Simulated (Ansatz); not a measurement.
Calculated with Ansatz (gas phase, PBE0-D4/def2-TZVP geometries, no zero-point term in ΔE). CCSD(T)/CBS is the MP2 limit (def2-TZVPP, def2-QZVPP) plus CCSD(T) − MP2 in def2-TZVPP, frozen cores. Functionals use def2-TZVPP. Each species was taken in one conformer, which may not be the lowest.

Consider the formal exchange of groups at a C–O bond: `C=CO[Si](Cl)(Cl)Cl` + `CC#CC` → `C=CCC#CC` + `O[Si](Cl)(Cl)Cl`.

Question: Is it downhill or uphill in electronic energy at CCSD(T)/CBS, and by how much? (An estimate is asked.)

Answer: Computed: Downhill: ΔE = -33.5 kJ/mol.

Question: What do these levels give: PBE-D4, PBE0-D4, B2PLYP, PBE0, MP2/CBS(def2), CCSD/CBS(def2)? (Best estimate.)

Answer: Ansatz gave: PBE-D4 -23.1, PBE0-D4 -26.3, B2PLYP -29.6, PBE0 -30.0, MP2/CBS(def2) -37.3, CCSD/CBS(def2) -34.5 kJ/mol.

Largest T1 diagnostic among the species: 0.011.

From PBE to PBE0 (25 % exact exchange), in def2-TZVPP and without D4, ΔE moves by −3.0 kJ/mol. The D4 term adds +6.3 kJ/mol with B3LYP and +3.7 kJ/mol with PBE0; it sums over pairs of atoms, weighted by their polarisabilities, and B3LYP, whose exchange is more repulsive, gets the larger term.

B3LYP here is the variant with VWN-RPA as its local correlation; programs differ in this.
